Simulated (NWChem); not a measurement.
System: AlO, doublet; SMILES [O]=[Al]

Input file for NWChem:

```
start job
memory heap 200 mb stack 900 mb global 1100 mb
geometry units angstroms noautoz
  Al     0.000000     0.000000    -0.622993
  O      0.000000     0.000000     0.996825
end
basis spherical
  * library 6-31+g*
end
dft
  odft
  mult 2
  xc hfexch
  iterations 150
  mulliken
end
task dft gradient
```

Excerpt of the output:

```
             Northwest Computational Chemistry Package (NWChem) 7.3.0
             --------------------------------------------------------

 ORDER OF PRIMARY AXIS IS BEING SET TO 4
 C4V symmetry detected

                             Geometry "geometry" -> ""
                             -------------------------

 Output coordinates in angstroms (scale by  1.889725989 to convert to a.u.)

  No.       Tag          Charge          X              Y              Z
 ---- ---------------- ---------- -------------- -------------- --------------
    1 Al                  13.0000     0.00000000     0.00000000    -0.61707352
    2 O                    8.0000     0.00000000     0.00000000     1.00274448

 Effective nuclear repulsion energy (a.u.)      33.9756897972

      Symmetry information
      --------------------

 Group name             C4v
 Group number             18
 Group order               8
 No. of unique centers     2

  xc_inp: hfexch multiplicative factor not found.

                                 NWChem DFT Module
                                 -----------------

 Summary of "ao basis" -> "ao basis" (spherical)
 ------------------------------------------------------------------------------
       Tag                 Description            Shells   Functions and Types
 ---------------- ------------------------------  ------  ---------------------
 Al                         6-31+g*                 10       22   5s4p1d
 O                          6-31+g*                  8       18   4s3p1d

      Symmetry analysis of basis
      --------------------------

        a1         18
        a2          0
        b1          2
        b2          2
        e          18

            General Information
            -------------------
          SCF calculation type: DFT
          Wavefunction type:  spin polarized.
          No. of atoms     :     2
          No. of electrons :    21
           Alpha electrons :    11
            Beta electrons :    10
          Charge           :     0
          Spin multiplicity:     2
          Use of symmetry is: on ; symmetry adaption is: on
          Maximum number of iterations: 150
          AO basis - number of functions:    40
                     number of shells:    18
          Convergence on energy requested:  1.00D-06
          Convergence on density requested:  1.00D-05
          Convergence on gradient requested:  5.00D-04

              XC Information
              --------------
                     Hartree-Fock (Exact) Exchange  1.000

      Superposition of Atomic Density Guess
      -------------------------------------

 Sum of atomic energies:        -316.61559201

      Non-variational initial energy
      ------------------------------

 Total energy =    -316.522575
 1-e energy   =    -507.008653
 2-e energy   =     156.510388
 HOMO         =      -0.262202
 LUMO         =       0.012131

   Symmetry analysis of molecular orbitals - initial alpha
   -------------------------------------------------------

 !! scf_movecs_sym_adapt:    4 vectors were symmetry contaminated

  Symmetry fudging

 !! scf_movecs_sym_adapt:    2 vectors were symmetry contaminated

  Numbering of irreducible representations:

     1 a1          2 a2          3 b1          4 b2          5 e

  Orbital symmetries:

     1 a1          2 a1          3 a1          4 a1          5 e
     6 e           7 a1          8 a1          9 e          10 e
    11 a1         12 e          13 e          14 a1         15 a1
    16 e          17 e          18 a1         19 a1         20 e
    21 e

   Symmetry analysis of molecular orbitals - initial beta
   ------------------------------------------------------

 !! scf_movecs_sym_adapt:    4 vectors were symmetry contaminated

  Symmetry fudging

 !! scf_movecs_sym_adapt:    2 vectors were symmetry contaminated

  Numbering of irreducible representations:

     1 a1          2 a2          3 b1          4 b2          5 e

  Orbital symmetries:

     1 a1          2 a1          3 a1          4 a1          5 e
     6 e           7 a1          8 a1          9 e          10 e
    11 a1         12 e          13 e          14 a1         15 a1
    16 e          17 e          18 a1         19 a1         20 e
    21 e

     ---------------------------------------------
      Total Density - Mulliken Population Analysis
     ---------------------------------------------

    Atom       Charge   Shell Charges
 -----------   ------   -------------------------------------------------------
    1 Al  13    11.80   2.00  2.00  5.97  0.78  0.31  0.59  0.05 -0.00  0.01  0.09
    2 O    8     9.20   2.00  0.98  3.28  1.00  2.06 -0.18  0.05  0.01

     --------------------------------------------
      Spin Density - Mulliken Population Analysis
     --------------------------------------------

    Atom       Charge   Shell Charges
 -----------   ------   -------------------------------------------------------
    1 Al  13     0.85   0.00  0.00  0.00  0.36  0.09  0.35  0.02  0.03 -0.00  0.01
    2 O    8     0.15   0.00  0.01  0.11 -0.01  0.03  0.01 -0.00 -0.00

 !! scf_movecs_sym_adapt:    4 vectors were symmetry contaminated

  Symmetry fudging

 !! scf_movecs_sym_adapt:    4 vectors were symmetry contaminated

  Symmetry fudging

 !! scf_movecs_sym_adapt:    4 vectors were symmetry contaminated

   convergence    iter        energy       DeltaE   RMS-Dens  Diis-err
 ---------------- ----- ----------------- --------- --------- ---------
 d= 0,ls=0.0,diis     1   -316.5306738813 -3.51D+02  2.09D-02  3.28D-01
                                                     1.88D-02  3.29D-01

 !! scf_movecs_sym_adapt:    4 vectors were symmetry contaminated

  Symmetry fudging

 !! scf_movecs_sym_adapt:    4 vectors were symmetry contaminated

  Symmetry fudging

 !! scf_movecs_sym_adapt:    4 vectors were symmetry contaminated

 d= 0,ls=0.0,diis     2   -316.3826847399  1.48D-01  1.30D-02  7.67D-01
                                                     1.01D-02  6.67D-01

 !! scf_movecs_sym_adapt:    4 vectors were symmetry contaminated

  Symmetry fudging

 !! scf_movecs_sym_adapt:    4 vectors were symmetry contaminated

  Symmetry fudging

 !! scf_movecs_sym_adapt:    4 vectors were symmetry contaminated

 d= 0,ls=0.0,diis     3   -316.7121003792 -3.29D-01  3.77D-03  2.47D-03
                                                     2.01D-03  1.67D-03

 !! scf_movecs_sym_adapt:    4 vectors were symmetry contaminated

  Symmetry fudging

 !! scf_movecs_sym_adapt:    2 vectors were symmetry contaminated

 !! scf_movecs_sym_adapt:    4 vectors were symmetry contaminated

  Symmetry fudging

 !! scf_movecs_sym_adapt:    2 vectors were symmetry contaminated

 d= 0,ls=0.0,diis     4   -316.7159911273 -3.89D-03  3.10D-03  6.10D-04
                                                     1.67D-03  3.07D-04

 !! scf_movecs_sym_adapt:    4 vectors were symmetry contaminated

  Symmetry fudging

 !! scf_movecs_sym_adapt:    2 vectors were symmetry contaminated

 !! scf_movecs_sym_adapt:    4 vectors were symmetry contaminated

  Symmetry fudging
 d= 0,ls=0.0,diis     5   -316.7172818456 -1.29D-03  1.10D-03  1.33D-04
                                                     1.05D-03  1.12D-04

 !! scf_movecs_sym_adapt:    4 vectors were symmetry contaminated

  Symmetry fudging

 !! scf_movecs_sym_adapt:    2 vectors were symmetry contaminated

 !! scf_movecs_sym_adapt:    4 vectors were symmetry contaminated

  Symmetry fudging

 !! scf_movecs_sym_adapt:    4 vectors were symmetry contaminated

  Resetting Diis
 d= 0,ls=0.0,diis     6   -316.7178041595 -5.22D-04  4.76D-04  1.38D-04
                                                     9.55D-04  7.86D-05

 !! scf_movecs_sym_adapt:    4 vectors were symmetry contaminated

  Symmetry fudging

 !! scf_movecs_sym_adapt:    2 vectors were symmetry contaminated

 !! scf_movecs_sym_adapt:    4 vectors were symmetry contaminated

  Symmetry fudging

 !! scf_movecs_sym_adapt:    4 vectors were symmetry contaminated

 d= 0,ls=0.0,diis     7   -316.7183417079 -5.38D-04  3.54D-04  1.45D-04
                                                     4.74D-04  7.77D-05

 !! scf_movecs_sym_adapt:    4 vectors were symmetry contaminated

  Symmetry fudging

 !! scf_movecs_sym_adapt:    4 vectors were symmetry contaminated

  Symmetry fudging

 !! scf_movecs_sym_adapt:    2 vectors were symmetry contaminated

 d= 0,ls=0.0,diis     8   -316.7186578762 -3.16D-04  2.14D-04  5.32D-05
                                                     5.24D-04  1.34D-04

 !! scf_movecs_sym_adapt:    4 vectors were symmetry contaminated

  Symmetry fudging

 !! scf_movecs_sym_adapt:    4 vectors were symmetry contaminated

  Symmetry fudging

 !! scf_movecs_sym_adapt:    4 vectors were symmetry contaminated

 d= 0,ls=0.0,diis     9   -316.7189311201 -2.73D-04  6.49D-04  1.24D-04
                                                     1.26D-03  8.88D-05

 !! scf_movecs_sym_adapt:    2 vectors were symmetry contaminated

  Symmetry fudging

 !! scf_movecs_sym_adapt:    2 vectors were symmetry contaminated

  Symmetry fudging

 !! scf_movecs_sym_adapt:    2 vectors were symmetry contaminated

 d= 0,ls=0.0,diis    10   -316.7196474892 -7.16D-04  4.21D-04  1.16D-04
                                                     1.04D-03  9.61D-05

 !! scf_movecs_sym_adapt:    4 vectors were symmetry contaminated

  Symmetry fudging

 !! scf_movecs_sym_adapt:    2 vectors were symmetry contaminated

 !! scf_movecs_sym_adapt:    2 vectors were symmetry contaminated

  Symmetry fudging

 !! scf_movecs_sym_adapt:    2 vectors were symmetry contaminated

[...]

                         DFT ENERGY GRADIENTS

    atom               coordinates                        gradient
                 x          y          z           x          y          z
   1 Al      0.000000   0.000000  -1.166100    0.000000   0.000000   0.047243
   2 O       0.000000   0.000000   1.894912    0.000000   0.000000  -0.047243
```

Level: UHF/6-31+G* (spherical d). Coordinates come from a PBE0-D3(BJ)/def2-TZVP, spin-unrestricted optimisation. No stability test was run on the SCF state.
